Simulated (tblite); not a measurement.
Species: C₂H₁₄OSi₅.
Cartesian coordinates in Å at the GFN2-xTB level; atoms count from 1:
```
atom  x, y, z in Å
C1     3.190   -0.039   -0.706
O2     2.256   -0.373    0.266
Si3    1.034    0.568    0.829
Si4    0.017   -1.035    2.163
Si5   -1.423   -2.221    0.750
Si6   -1.669   -0.978   -1.222
Si7   -0.437    1.008   -0.947
C8    -1.641    2.401   -0.453
H9     2.697    0.170   -1.660
H10    3.872   -0.881   -0.830
H11    3.763    0.843   -0.410
H12    1.646    1.767    1.442
H13   -0.784   -0.313    3.168
H14    0.885   -1.898    2.973
H15   -2.725   -2.494    1.378
H16   -0.918   -3.570    0.454
H17   -1.195   -1.744   -2.385
H18   -3.078   -0.722   -1.556
H19    0.187    1.476   -2.208
H20   -2.184    2.136    0.449
H21   -2.373    2.582   -1.234
H22   -1.128    3.338   -0.262
```

Level: GFN2-xTB in tblite, geometry and Hessian alike; calculated harmonic values, unscaled, isolated species. This tight-binding method is rough: wavenumbers can miss measured ones by several per cent, in bad cases by 10 to 20. Modes of hydrogen on silicon can be 10 to 20 % off. One conformer, not necessarily the lowest.

Harmonic wavenumbers (cm⁻¹): 27.0, 36.7, 67.9, 89.4, 103.0, 120.6, 126.4, 133.6, 161.2, 183.7, 207.8, 263.8, 295.3, 324.9, 361.7, 370.0, 383.9, 393.8, 432.3, 453.3, 474.1, 489.1, 523.7, 535.9, 551.8, 600.6, 613.6, 618.1, 626.5, 682.3, 735.4, 738.0, 807.4, 816.3, 823.0, 826.8, 851.6, 1120.9, 1138.4, 1149.8, 1375.8, 1421.9, 1490.6, 1495.4, 1500.2, 1502.1, 2057.7, 2063.5, 2135.7, 2150.8, 2164.4, 2171.5, 2173.1, 2188.8, 2937.8, 2955.1, 2992.1, 3029.1, 3037.6, 3045.0.

A = 855.2, B = 738.0, C = 546.3 MHz; mass 193.989 u (most abundant isotopes); point group C1, symmetry number 1.

Problem. What is the zero-point energy?

Solution. ½Σν̃ = 31574 cm⁻¹ = 377.71 kJ/mol.

Problem. Give the ideal-gas entropy at 400 K and 1 bar in the rigid-rotor, harmonic-oscillator model (classical rotation).

Solution. Translation 180.66, rotation 134.25, vibration 303.32: S = 618.2 J/(mol K).

Problem. And Cp and H(400 K) − H(0)?

Solution. Cp = 293.98 J/(mol K), of which vibrations give 260.72 (their classical limit is 60 R = 498.9); H(400 K) − H(0) = 73.07 kJ/mol without the zero-point energy, 59.76 from vibrations.

Problem. Which modes carry the vibrational entropy at 400 K?

Solution. 27.0 cm⁻¹: 27.71; 36.7 cm⁻¹: 25.16; 67.9 cm⁻¹: 20.06; 89.4 cm⁻¹: 17.78; 103.0 cm⁻¹: 16.62; 120.6 cm⁻¹: 15.32 J/(mol K); the other 54 give 180.68 together.

Problem. Blend soft modes into free rotors: weight 1/[1 + (100 cm⁻¹/ν̃)⁴] for the oscillator and the rest for a rotor with moment μB/(μ + B), μ = h/(8π²ν), B = 10⁻⁴⁴ kg m². What vibrational entropy results?

Solution. 275.40 J/(mol K) in place of 303.32, which changes −T·S at 400 K by +11.17 kJ/mol.

Hindered rotation and anharmonicity are outside this model. Other conformers, if any are populated, would add a mixing term that is left out. The structure is chiral; the term R ln 2 for an equal mix with its mirror image is left out.
